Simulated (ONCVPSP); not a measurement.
Ranking ONCV potentials for molybdenum (Mo)

All share these settings but for the change named:

```json
{
  "Element": "Mo",
  "Generator": "ONCVPSP 4.0.1",
  "Type": "optimised norm-conserving Vanderbilt (ONCV)",
  "Functional": "PBE",
  "Relativity": "scalar-relativistic",
  "Frozen core": "[Ar] 3d10",
  "Valence charge": "14",
  "Reference configuration": "4s2 4p6 4d5 5s1",
  "Partial waves": "4s+5s: rc 1.65 bohr, ncon 4, nbas 8, qcut 7.4 1/bohr, 2 projectors; 4p: rc 1.55 bohr, ncon 4, nbas 7, qcut 8.8 1/bohr, 2 projectors, debl 3.5 Ha; 4d: rc 1.55 bohr, ncon 4, nbas 7, qcut 10.9 1/bohr, local",
  "Local potential": "the d channel",
  "Core correction": "Teter function, fcfact 3, rcfact 1.6"
}
```

Test errors are all-electron minus pseudo excitation energies from the reference, over 4s2 4p6 4d5 5s0; 4s2 4p6 4d4 5s0; 4s2 4p6 4d3 5s0; 4s2 4p6 4d4 5s1 5p1. None of these files shows a bound ghost.

The base gives 2.0 meV.

Of 10 variants that were run, those that failed, showed a ghost or another fault, or gave nearly equal values are left out.

A variant can come out equal or close to the base, since the largest error may sit in a test that the change hardly touches while other tests move.

(1) Rank these variants by their largest absolute test error, smallest first.
A. all radii but the core radius scaled by about 1.07 (s 1.78, p 1.66, d 1.66 bohr)
B. all radii but the core radius scaled by about 1.25 (s 2.06, p 1.94, d 1.94 bohr)
C. all radii but the core radius scaled by about 0.79 (s 1.30, p 1.22, d 1.22 bohr)
D. all radii but the core radius scaled by about 0.96 (s 1.58, p 1.48, d 1.48 bohr)

Results:

(1) D (1.9 meV), A (2.2 meV), B (2.7 meV), C (4.1 meV).
